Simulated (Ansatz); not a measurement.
The cluster Li7H8⁻, relaxed as a singlet with RKS PBE0-D4/def2-TZVPD in Ansatz, starting from the GFN1-xTB geometry. Force threshold 0.02 eV/Å.

The structure comes from a short search, and lower isomers may exist.

Start:

Cartesian coordinates in Å:
```
Li 1.803 0.907 -1.650
Li 1.232 0.819 1.309
Li 3.347 0.822 0.056
Li 0.560 -1.012 -0.129
Li -1.515 -0.328 -1.174
Li -3.770 -0.599 0.126
Li -1.738 -0.951 1.357
H 3.476 1.037 -1.681
H 2.328 2.061 0.834
H 0.223 0.226 -1.562
H -3.476 -0.965 1.692
H 2.247 -0.631 0.536
H -0.445 0.251 1.609
H -3.155 0.209 -1.168
H -1.117 -1.845 -0.156
```

```csv
step,energy (eV),largest force component (eV/Å),SCF passes
1,-1562.1523,0.472,11
2,-1562.3385,0.210,15
3,-1562.3865,0.079,16
4,-1562.4718,0.137,15
5,-1562.5727,0.200,15
6,-1562.6629,0.154,14
7,-1562.7395,0.108,14
8,-1562.7863,0.051,14
9,-1562.8147,0.072,14
10 (rejected),-1562.8138,0.118,14
11,-1562.8260,0.026,16
12,-1562.8308,0.013,16
13,-1562.8311,0.026,15
14,-1562.8317,0.009,11
```

Force components are those of the run's own axes.

End:

```
atom   x (Å)   y (Å)   z (Å)
 Li1   1.727   0.493  -1.726
 Li2   1.690   0.536   1.751
 Li3   3.370   1.181   0.022
 Li4   0.182  -0.584   0.010
 Li5  -1.680  -0.568  -1.751
 Li6  -3.447  -0.935  -0.026
 Li7  -1.718  -0.521   1.728
  H8   3.195   1.480  -1.726
  H9   3.159   1.522   1.758
 H10   0.014  -0.006  -1.847
 H11  -3.486  -0.542   1.711
 H12   1.985  -0.209   0.024
 H13  -0.025   0.041   1.846
 H14  -3.448  -0.589  -1.773
 H15  -1.516  -1.297   0.000
```

Bonds formed: Li1–H12 (atoms count from 1). Metal–metal contacts that move far: Li5–Li7 2.62 to 3.48 Å. The end is the same structure that another start reached, the lowest one found.

The force fell under the threshold at step 12, but the optimiser went on. No frequencies were taken in this run, so the end may be a saddle point.

Run time 32 s (4 threads of Arm Neoverse V2 on a shared host).
